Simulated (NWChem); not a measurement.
System: C2H7FOSi; SMILES OCC[SiH2]F

Input file for NWChem:

```
start job
memory heap 200 mb stack 900 mb global 1100 mb
geometry units angstroms noautosym nocenter noautoz
  O      0.776614    -2.003772     0.101631
  C     -0.555968    -1.716056    -0.262386
  C     -0.975751    -0.332118     0.213080
  Si     0.418099     0.895232    -0.088572
  F     -0.221951     2.396438    -0.012161
  H      0.815567    -2.096176     1.060067
  H     -0.577972    -1.754121    -1.363103
  H     -1.252329    -2.499395     0.093977
  H     -1.884089     0.014785    -0.308229
  H     -1.220171    -0.335009     1.290459
  H      0.991378     0.725257    -1.452445
  H      1.476803     0.840977     0.956876
end
basis spherical
  O library 6-31g*
  C library 6-31g*
  Si library 6-31g*
  F library 6-31g*
  H library 6-31g*
end
dft
  xc xpbe96 cpbe96
  iterations 150
end
cosmo
  do_cosmo_smd true
  solvent propnol2
end
task dft energy
```

Excerpt of the output:

```
             Northwest Computational Chemistry Package (NWChem) 7.3.0
             --------------------------------------------------------

                             Geometry "geometry" -> ""
                             -------------------------

 Output coordinates in angstroms (scale by  1.889725989 to convert to a.u.)

  No.       Tag          Charge          X              Y              Z
 ---- ---------------- ---------- -------------- -------------- --------------
    1 O                    8.0000     0.77661400    -2.00377200     0.10163100
    2 C                    6.0000    -0.55596800    -1.71605600    -0.26238600
    3 C                    6.0000    -0.97575100    -0.33211800     0.21308000
    4 Si                  14.0000     0.41809900     0.89523200    -0.08857200
    5 F                    9.0000    -0.22195100     2.39643800    -0.01216100
    6 H                    1.0000     0.81556700    -2.09617600     1.06006700
    7 H                    1.0000    -0.57797200    -1.75412100    -1.36310300
    8 H                    1.0000    -1.25232900    -2.49939500     0.09397700
    9 H                    1.0000    -1.88408900     0.01478500    -0.30822900
   10 H                    1.0000    -1.22017100    -0.33500900     1.29045900
   11 H                    1.0000     0.99137800     0.72525700    -1.45244500
   12 H                    1.0000     1.47680300     0.84097700     0.95687600

 Effective nuclear repulsion energy (a.u.)     241.7924831599

  pbe96 is a nonlocal functional; adding pw91lda local functional.

                                 NWChem DFT Module
                                 -----------------

 Summary of "ao basis" -> "ao basis" (spherical)
 ------------------------------------------------------------------------------
       Tag                 Description            Shells   Functions and Types
 ---------------- ------------------------------  ------  ---------------------
 O                           6-31g*                  6       14   3s2p1d
 C                           6-31g*                  6       14   3s2p1d
 Si                          6-31g*                  8       18   4s3p1d
 F                           6-31g*                  6       14   3s2p1d
 H                           6-31g*                  2        2   2s

 in cosmo_initialize ...
 calling solv_data for solv:propnol2

 solvent parameters
 solvname_short: propnol2
 solvname_long:  2-propanol
 dielec:       19.2640
 dielecinf:     1.8978
 nonaqueous SMD model solvent descriptors
 dielec:       19.2640
 sola:          0.3300
 solb:          0.5600
 solc:          0.0000
 solg:         30.1300
 solh:          0.0000
 soln:          1.3776

          ---------------
          -cosmo- solvent
          ---------------
 Cosmo: York-Karplus, doi: 10.1021/jp992097l
 dielectric constant -eps-     =  19.26
 screen = (eps-1)/(eps    )    =   0.94809
 surface charge correction     = lagrangian

   van der Waals surface
 --------------------------

[...]

                                COSMO-SMD solvation results
                                ---------------------------

             internal energy in gas <Psi(g)|H|Psi(g)> =      -544.554958385633
         internal energy in solvent <Psi(s)|H|Psi(s)> =      -544.553424465808
                               delta internal energy  =         0.001533919826 (    0.96 kcal/mol)
   total free energy in solvent <Psi(s)|H+V/2|Psi(s)> =      -544.565738761778
 polarization energy contribution <Psi(s)|V/2|Psi(s)> =        -0.012314295970 (   -7.73 kcal/mol)
    total free energy in solvent including G(SMD-CDS) =      -544.565990035404
                       G(SMD-CDS) energy contribution =        -0.000251273627 (   -0.16 kcal/mol)
     1 M fixed-concentration free energy of solvation =        -0.011031649771 (   -6.92 kcal/mol)

                       DFT Final Molecular Orbital Analysis
                       ------------------------------------

 Vector   23  Occ=2.000000D+00  E=-2.818568D-01
              MO Center=  6.0D-01,  8.5D-01,  1.0D-03, r^2= 3.2D+00
   Bfn.  Coefficient  Atom+Function         Bfn.  Coefficient  Atom+Function
  ----- ------------  ---------------      ----- ------------  ---------------
    88      0.318202  12 H  s                86     -0.280929  11 H  s
    65     -0.275778   5 F  pz               51      0.271869   4 Si pz
    87      0.234972  12 H  s                69     -0.206015   5 F  pz
    85     -0.188224  11 H  s                49      0.115077   4 Si px
    33     -0.112269   3 C  pz               47     -0.112802   4 Si pz

 Vector   24  Occ=2.000000D+00  E=-2.564675D-01
              MO Center= -2.1D-01, -4.5D-01, -3.6D-02, r^2= 3.6D+00
   Bfn.  Coefficient  Atom+Function         Bfn.  Coefficient  Atom+Function
  ----- ------------  ---------------      ----- ------------  ---------------
    31      0.289414   3 C  px               49     -0.237399   4 Si px
    34      0.185523   3 C  s                 4     -0.181219   1 O  py
    35      0.166581   3 C  px               86     -0.156336  11 H  s
    50     -0.151060   4 Si py                3      0.147174   1 O  px
    63      0.147047   5 F  px                5     -0.138078   1 O  pz

 Vector   25  Occ=2.000000D+00  E=-2.235448D-01
              MO Center=  2.9D-01, -1.7D+00,  9.4D-02, r^2= 2.1D+00
   Bfn.  Coefficient  Atom+Function         Bfn.  Coefficient  Atom+Function
  ----- ------------  ---------------      ----- ------------  ---------------
     4      0.543256   1 O  py                8      0.421879   1 O  py
    32      0.215519   3 C  py               18     -0.191358   2 C  py
    80      0.171579   8 H  s                34     -0.153170   3 C  s
    79      0.148688   8 H  s                52      0.129802   4 Si s
    36      0.125763   3 C  py               88     -0.108599  12 H  s

 Vector   26  Occ=0.000000D+00  E= 4.266043D-03
              MO Center=  4.0D-01,  7.2D-01, -2.1D-02, r^2= 4.4D+00
   Bfn.  Coefficient  Atom+Function         Bfn.  Coefficient  Atom+Function
  ----- ------------  ---------------      ----- ------------  ---------------
    54      0.857389   4 Si py               66     -0.463827   5 F  s
    20      0.387820   2 C  s                50      0.384327   4 Si py
     6      0.310824   1 O  s                53     -0.205457   4 Si px
    76     -0.202819   6 H  s                21     -0.190075   2 C  px
    36      0.189351   3 C  py               80     -0.182716   8 H  s

 Vector   27  Occ=0.000000D+00  E= 4.599332D-02
              MO Center=  2.1D-02,  6.3D-01,  2.7D-03, r^2= 5.3D+00
   Bfn.  Coefficient  Atom+Function         Bfn.  Coefficient  Atom+Function
  ----- ------------  ---------------      ----- ------------  ---------------
    34      1.161768   3 C  s                53      1.142875   4 Si px
    20      0.544204   2 C  s                36      0.452178   3 C  py
    84     -0.440489  10 H  s                88     -0.418734  12 H  s
    52     -0.357183   4 Si s                54      0.299803   4 Si py
    86     -0.270677  11 H  s                49      0.263412   4 Si px

 Vector   28  Occ=0.000000D+00  E= 7.167996D-02
              MO Center=  3.4D-01, -6.6D-01,  3.6D-01, r^2= 6.1D+00
   Bfn.  Coefficient  Atom+Function         Bfn.  Coefficient  Atom+Function
  ----- ------------  ---------------      ----- ------------  ---------------
    76      0.815576   6 H  s                 6     -0.733776   1 O  s
    80      0.509029   8 H  s                55     -0.503821   4 Si pz
    84      0.506093  10 H  s                21      0.489381   2 C  px
    54      0.479941   4 Si py               86     -0.425629  11 H  s
    20     -0.347056   2 C  s                53      0.342826   4 Si px

     Multipole analysis of the density
     ---------------------------------

     L   x y z        total         alpha         beta         nuclear
     -   - - -        -----         -----         ----         -------
     0   0 0 0     -0.000000    -25.000000    -25.000000     50.000000

     1   1 0 0     -0.592748      0.433427      0.433427     -1.459602
     1   0 1 0     -0.888789     -1.085284     -1.085284      1.281778
     1   0 0 1      0.619840      0.833982      0.833982     -1.048123

     2   2 0 0    -28.048288    -60.542162    -60.542162     93.036036
     2   1 1 0      2.175545      0.286297      0.286297      1.602951
     2   1 0 1      1.180419      0.091852      0.091852      0.996714
     2   0 2 0    -31.735330   -245.168706   -245.168706    458.602082
     2   0 1 1     -2.518979      1.375992      1.375992     -5.270962
     2   0 0 2    -25.739541    -28.324283    -28.324283     30.909026
```

Level: PBE/6-31G* (spherical d), SMD on the gas-phase geometry. Geometry: optimised at PBE0/def2-SVP. No frequency run checked for a minimum. Solvent: 2-propanol.
